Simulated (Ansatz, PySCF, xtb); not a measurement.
Pair of molecules: C2H4 (SMILES C=C) (first 6 atoms) with CH3Cl (SMILES CCl); geometry from B3LYP-D3(BJ)/def2-TZVP, rigid monomers moved along the line of their centres of mass till C1···H11 is 2.71 Å.
(charge 0, multiplicity 1):
```xyz
11

C      0.542    -0.475     0.214
C     -0.396     0.461     0.225
H      0.538    -1.283     0.936
H      1.342    -0.473    -0.516
H     -0.404     1.269    -0.496
H     -1.196     0.448     0.956
C      0.529     0.409     3.625
Cl    -0.730    -0.859     3.441
H      0.098     1.238     4.177
H      1.365    -0.020     4.170
H      0.835     0.723     2.632
```

Monomers are frozen at their geometry in the pair; levels with a basis set take the counterpoise correction. Rows marked so take none.

Rows in STO-3G carry no dispersion term and start afresh at each structure.

Run with Ansatz (Gaussian orbitals); PySCF for STO-3G rows, the dispersion terms; xtb for the GFN methods. Each number belongs to the level named beside it.

Problem. One of these levels gives -6.8 kJ/mol for the interaction energy. Which one is it?
(A) PBE0/def2-TZVPPD
(B) GFN2-xTB
(C) HF/STO-3G (no counterpoise)
(D) PBE-D3(BJ)/def2-TZVPPD

Solution. D, PBE-D3(BJ)/def2-TZVPPD. The others give -4.2 (GFN2-xTB), 4.6 (HF/STO-3G (no counterpoise)), 0.1 (PBE0/def2-TZVPPD)

Ansatz is a first-principles code.
